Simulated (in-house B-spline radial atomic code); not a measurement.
A fraction x of an electron is removed from 4d in neutral promethium, starting from [Xe] 4f5 6s2 and keeping the highest spin. All numbers are computed (scalar-relativistic (X2C) TPSSh, spin-polarised, spherical fractional occupations; Fermi nucleus of rms radius 4.962 fm) with a B-spline radial code for spherical atoms, not measured.

Caution: exact exchange at fractional occupations of open shells leaves self-interaction of up to several eV.

```
   x  E(x) - E(0) (eV)  4d down level (eV)
   0            0.0000            -122.001
0.11           13.4999            -123.465
0.17                 ?                   ?
 0.3           37.2114            -126.161
 0.4                 ?                   ?
 0.5           62.7430            -129.184
0.54           67.9229            -129.809
0.64           80.9828            -131.396
0.79          100.8749            -133.844
0.97          125.2381            -136.875
   1          129.3520            -137.390
```

(1) What belongs in the row x = 0.17?

(2) What belongs in the row x = 0.4?

(3) Check Janak's theorem between x = 0.5 and 0.54.

## Answers

(1) An energy change of 20.9327 eV; 4d down at -124.296 eV.

(2) An energy change of 49.9016 eV; 4d down at -127.651 eV.

(3) The slope of the energy is 129.50 eV; the orbital levels give 129.50 eV (-ε of the emptying orbital, averaged over the two points).
